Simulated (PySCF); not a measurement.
Gas-phase reaction: 5 GeH₄ + GeO₂ = 2 Ge₃H₈ + 2 H₂O

Energies from PySCF, thermal terms from the rigid-rotor harmonic-oscillator model, ideal gas at 1 bar. † marks an energy on the PBE0/def2-TZVP geometry and frequencies; other levels use their own. MP2 freezes the core. All species are closed-shell singlets. Ge: all electrons, no relativistic terms. GeO₂: computed as isolated molecules; such fragments, hydroxides, amides, oligomers or adducts are transient or little studied in the gas. MP2 isn't extrapolated to the basis-set limit; its ΔH°(298 K) is -317.9 kJ in def2-SVP and -371.2 kJ in def2-TZVPP. The harmonic model lacks anharmonicity and excited electronic states, which grow with temperature; levels with a mode under 35 cm⁻¹ are left out. Internal rotation in Ge₃H₈ is treated as a harmonic vibration of one conformer, which makes the entropy rough.

```
level               ΔE electronic, kJ  ΔH°(298 K), kJ  ΔS°(298 K), J/K  ΔG°(800 K), kJ
------------------  -----------------  --------------  ---------------  --------------
M06-2X/def2-TZVP†                -424            -385             -180            -253
MP2/def2-TZVPP†                  -411            -371             -180            -239
PBE/def2-SVP                     -366            -328             -177            -198
PBE/def2-TZVP†                   -384            -345             -180            -213
r2SCAN/def2-TZVP†                -407            -368             -180            -236
LDA/def2-TZVP†                   -461            -421             -180            -289
ωB97M-V/def2-TZVP†               -427            -387             -180            -255
ωB97X-V/def2-TZVP†               -420            -381             -180            -249
```
ΔH° is lowest at LDA/def2-TZVP† and highest at PBE/def2-SVP. No reference value is set beside these.
